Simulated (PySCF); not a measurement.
## The second ionisation energy along group 15

All values are computed (PySCF 2.14, energy differences of UHF-based or UKS calculations, no spin-orbit coupling). Values in eV. The last column holds reference values (NIST; (s) semi-empirical, (t) theoretical, else measured). Unmarked ones compare directly (S terms, centres of terms, or small fine structure); those marked * lie between the lowest fine-structure levels and include a spin-orbit shift.

```json
{"element": "N (aug-cc-pVQZ, non-relativistic)", "configurations": "[He] 2s2 2p2 → [He] 2s2 2p1", "MP2 (valence)": "29.665", "CCSD (valence)": "29.503", "CCSD(T) (valence)": "29.521", "LDA": "30.058", "PBE0": "29.910", "r2SCAN": "30.134", "reference": "29.601 (s) *"}
{"element": "P (aug-cc-pV(Q+d)Z, non-relativistic)", "configurations": "[Ne] 3s2 3p2 → [Ne] 3s2 3p1", "MP2 (valence)": "19.655", "CCSD (valence)": "19.680", "CCSD(T) (valence)": "19.721", "LDA": "19.825", "PBE0": "19.823", "r2SCAN": "19.947", "reference": "19.769 (s) *"}
{"element": "As (aug-cc-pVQZ-PP with ECP10MDF, ECP)", "configurations": "[Ar] 3d10 4s2 4p2 → [Ar] 3d10 4s2 4p1", "MP2 (valence)": "18.391", "CCSD (valence)": "18.411", "CCSD(T) (valence)": "18.440", "LDA": "18.583", "PBE0": "18.505", "r2SCAN": "18.690", "reference": "18.589 *"}
{"element": "Sb (aug-cc-pVQZ-PP with ECP28MDF, ECP)", "configurations": "[Kr] 4d10 5s2 5p2 → [Kr] 4d10 5s2 5p1", "MP2 (valence)": "16.361", "CCSD (valence)": "16.386", "CCSD(T) (valence)": "16.412", "LDA": "16.656", "PBE0": "16.531", "r2SCAN": "16.657", "reference": "16.626 ± 0.025 *"}
{"element": "Bi (aug-cc-pVQZ-PP with ECP60MDF, ECP)", "configurations": "[Xe] 4f14 5d10 6s2 6p2 → [Xe] 4f14 5d10 6s2 6p1", "MP2 (valence)": "15.612", "CCSD (valence)": "15.643", "CCSD(T) (valence)": "15.661", "LDA": "15.979", "PBE0": "15.822", "r2SCAN": "15.912", "reference": "16.703 *"}
```

For Bi a determinant mixes LS terms or the coupling is close to jj, so these rows are model values.

"Valence" correlates the outer s and p shells and, in groups 3 to 12 and the f block, the outer d or f shell, open or full, or the next shell where the ion has no valence electron left; the wider scheme adds the next inner shell.
